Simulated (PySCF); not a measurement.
**Tb⁴³⁺: ionisation energy**

Tb⁴³⁺ [Ar] 3d4 (5D) → Tb⁴⁴⁺ [Ar] 3d3 (4F), as a difference of total energies. All numbers are calculated (PySCF 2.14, the spin-free X2C one-electron Hamiltonian (Gaussian nucleus), in an uncontracted even-tempered set (18 s from 8.8 bohr⁻², ratio 2.5; 12 p from 11 bohr⁻², ratio 2.5; 7 d from 11 bohr⁻², ratio 2.5; 4 f from 42 bohr⁻², ratio 2.7; 3 g from 63 bohr⁻², ratio 2.7)). Correlated levels: outer shells: [Ne] frozen; virtual orbitals above 40 to 60 times the deepest correlated orbital energy dropped. The calculations carry no spin-orbit coupling.

```tsv
method	ionisation energy (eV)
UHF	3443.3
LDA	3442.5
PBE	3441.6
PBE0	3442.5
r2SCAN	3441.6
PBEsol	3441.7
B3LYP	3442.4
MP2 (outer shells)	3443.7
SCS-MP2 (outer shells)	3443.2
```

Spin-orbit coupling is strong in these open shells (close to jj coupling). The scalar numbers leave it out and a first-order estimate fails, so it can dominate the gap to the real levels.

Breit and QED terms and the two-electron picture change are absent.

For comparison: 3458 ± 4 eV (theoretical estimate listed by NIST; NIST Atomic Spectra Database, ionization energies).
